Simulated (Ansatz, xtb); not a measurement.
**Ranking isomers of C5H8FNO**

4 gas-phase structures of C5H8FNO, from a drawn sample of its isomers (lower ones may exist). Each was relaxed with GFN2-xTB; where two conformers were screened, the lower at r2SCAN-D4/def2-SVP is listed:

A. `C=C(F)C/C(O)=N\C`, a singlet
B. `C=C(F)CC(=O)NC`, a singlet
C. `C=C(F)C/C(O)=N/C`, a singlet
D. `C=C(F)/C=C(\O)NC`, a singlet

Question: Make a reasoned guess at their ranking by r2SCAN-D4/def2-SVP single-point energy.

Answer: Calculated order at r2SCAN-D4/def2-SVP: B (0.0), D (14.9), A (19.3), C (21.4) kcal/mol.

Energies above the lowest of each column, in kcal/mol; the last columns are at B3LYP-D3(BJ)/def2-SVP geometries:

| structure | GFN2-xTB | HF/STO-3G | r2SCAN-D4/def2-SVP | B3LYP-D3(BJ)/def2-SVP | CCSD(T)/def2-SVP + ΔMP2/def2-TZVPP |
| --- | --- | --- | --- | --- | --- |
| B | 0.0 | 0.0 | 0.0 | 0.0 | 0.0 |
| D | 12.8 | 15.2 | 14.9 | 15.4 | 17.4 |
| A | 10.6 | 8.9 | 19.3 | 18.5 | 14.4 |
| C | 11.9 | 10.8 | 21.4 | 20.4 | 15.3 |

Every level run on B puts it lowest or level with the lowest. CCSD(T)/def2-SVP + ΔMP2/def2-TZVPP orders those it was run on as B (0.0), A (14.4), C (15.3), D (17.4) kcal/mol. Less than 1 kcal/mol parts A and C, so the order within that pair means little. Some further structures that were screened fall inside this span and aren't listed. Flexible structures stand in one conformer each, not always the lowest. The ΔMP2 step shifts differences by up to 3.0 kcal/mol, which makes them less sure. ΔMP2 is the change of the MP2 energy from the smaller to the larger basis.

Over these structures GFN2-xTB departs from r2SCAN-D4/def2-SVP by 4.1 kcal/mol on average once a common shift is removed. A GFN2-xTB relaxation took about 0.28 s and the r2SCAN-D4/def2-SVP energy about 5.7 s on a shared host (Ansatz 0.2.0, xtb 6.7.1).
